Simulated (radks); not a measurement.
Q: The mean radii <r> (bohr) of the occupied orbitals of an atom or ion are listed with their occupations. Method: Dirac Kohn-Sham, PBE, spin-unpolarised, spherical densities, finite nucleus; Fermi nuclear charge, rms radius of each element as measured or else 0.836 A^(1/3) + 0.57 fm; computed with a radial shooting solver on a logarithmic mesh with Libxc functionals.

orbital     occ.      <r>
1s1/2          2  0.08572
2s1/2          2   0.4136
2p1/2          2   0.3745
2p3/2          4   0.3769
3s1/2          2    1.329
3p1/2    1.33333    1.463
3p3/2    2.66667    1.469

Name the element and its charge. Open shells, if any, are shared by 2j + 1.

A: Z = 18, argon, charge +2: Ar2+ in [Ne] 3s2 3p4. The 1s radius gives Z: for a bare nucleus <r> = (2 gamma + 1)/(2Z) with gamma = sqrt(1 - (Z/c)^2), 0.08285 bohr for Z = 18, and screening makes it slightly larger (0.08572 here). The occupations add up to 16, and the charge is Z minus that.
